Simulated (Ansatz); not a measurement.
The cluster AgGe5⁺. The state is a singlet with charge 1. Geometry PBE-D4/def2-SVP, basis def2-TZVP, Ansatz.

```xyz
6

Ag    0.250    2.050   -0.485
Ge   -0.410   -0.095   -1.972
Ge   -1.134   -0.235    1.043
Ge    0.923    0.703    2.126
Ge   -1.029   -2.078   -0.569
Ge    1.400   -0.344   -0.142
```

| run | HOMO (eV) | LUMO (eV) |
| --- | --- | --- |
| A | -10.34 | -7.64 |
| B | -9.61 | -8.27 |
| C | -9.82 | -8.29 |
| D | -9.65 | -8.11 |
| E | -9.41 | -8.09 |

In the def2 sets Ag takes a core potential; there is no spin–orbit coupling. No other spin state of charge 1 was run. Another isomer (singlet) lies 0.58 eV lower at PBE0-D4/def2-TZVP; other spin states weren't run for this one.

Q: The runs used B97M-V, BLYP, PBE, PBE0, r2SCAN. Estimate which is which.

A: A PBE0 (25 % exact exchange); B PBE (0 % exact exchange); C r2SCAN (0 % exact exchange); D B97M-V (0 % exact exchange); E BLYP (0 % exact exchange). Exact exchange lowers occupied and raises empty levels; among semilocal functionals meta-GGAs tend to open the gap a little, and such runs are hard to tell apart. The gap grows from 1.31 eV (BLYP) to 2.70 eV (PBE0). The restricted singlet is unstable towards broken spin symmetry in Hartree–Fock (as tested in another run); at PBE0-D4/def2-TZVP, r2SCAN-D4/def2-TZVP, B97M-V/def2-TZVP, BLYP-D4/def2-TZVP this wasn't settled.
